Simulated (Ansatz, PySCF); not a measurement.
Energy difference R1 + R2 → P1, each structure at its B3LYP-D3(BJ)/def2-TZVP stationary point, reached from a drawn start (curvature not checked).
R1: H2O (SMILES O), charge 0, multiplicity 1.
R2: BHO2 (SMILES O=BO), charge 0, multiplicity 1.
P1, BH3O3 (SMILES OB(O)O) (charge 0, multiplicity 1):
```xyz
7

B      0.000     0.000     0.000
O      0.004     0.001     1.370
O      1.134     0.340    -0.688
O     -1.138    -0.341    -0.681
H      0.854     0.256     1.740
H      1.016     0.305    -1.642
H     -1.870    -0.561    -0.097
```

P less R. No zero-point or thermal terms. One arrangement of each flexible species, with no search for the lowest.

Correlated levels freeze the cores.

Run with Ansatz (Gaussian basis) for Hartree–Fock, density functionals and correlated methods; PySCF for the D3/D4 terms. No computed number here is a measurement.

The comparison value is -54.61 kcal/mol (CCSD(T)/cc-pVQZ). It is a level with limits of its own, not the exact answer.

**Question.** Order these levels by how close they come to the comparison value for the reaction energy, closest first: PBE/def2-TZVPP, PBE0/def2-TZVPP, PBE0-D4/def2-TZVPP, HF/cc-pVQZ, revPBE/def2-TZVPP. Give each level's value less the comparison value.

**Answer.** PBE0/def2-TZVPP (-1.49 kcal/mol), HF/cc-pVQZ (-1.91 kcal/mol), PBE0-D4/def2-TZVPP (-2.28 kcal/mol), PBE/def2-TZVPP (3.02 kcal/mol), revPBE/def2-TZVPP (7.67 kcal/mol)

Ansatz is a program for electronic structure.
